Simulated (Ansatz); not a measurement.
Conformers of CH$_{5}$ClO$_{2}$Si, SMILES `CO[SiH](O)Cl`, each relaxed with PBE0-D4/def2-TZVP in Ansatz. CBS adds the triple-zeta coupled-cluster correction to the MP2 limit.

Not all of them had a frequency check.

Conformer A:

Cartesian coordinates in Å:
```
C 1.060 -1.235 -0.226
O 0.067 -0.321 -0.641
Si -0.459 0.974 0.184
O -1.752 1.596 -0.571
Cl -0.926 0.369 2.096
H 0.808 -1.680 0.741
H 1.123 -2.025 -0.975
H 2.038 -0.748 -0.147
H 0.541 2.048 0.287
H -2.500 1.023 -0.747
```

Conformer B:

Cartesian coordinates in Å:
```
C 0.379 0.289 1.571
O 0.173 0.891 0.308
Si 0.003 0.082 -1.082
O -1.188 -1.015 -0.882
Cl -0.480 1.454 -2.514
H 0.455 1.086 2.312
H -0.456 -0.365 1.836
H 1.307 -0.293 1.588
H 1.257 -0.575 -1.507
H -1.450 -1.555 -1.629
```

Which is lowest in electronic energy at CCSD(T)/CBS (frozen core, def2 sets), and by how much? (Best estimate.)

The calculation gave: A; B lies 6.8 kJ/mol higher.

Give the energies relative to A (kJ/mol) with B3LYP-D4/def2-TZVPP, ωB97X-V/def2-TZVPP, PBE/def2-TZVPP, r2SCAN/def2-TZVPP, PBE0/def2-TZVPP, MP2/def2-QZVPP, MP2/CBS(def2). (An estimate is asked.)

Computed: 
```csv
level,B
B3LYP-D4/def2-TZVPP,7.4
ωB97X-V/def2-TZVPP,7.1
PBE/def2-TZVPP,7.3
r2SCAN/def2-TZVPP,6.9
PBE0/def2-TZVPP,6.9
MP2/def2-QZVPP,7.1
MP2/CBS(def2),7.2
```

B3LYP here is the variant with VWN-RPA as its local correlation; programs differ in this.
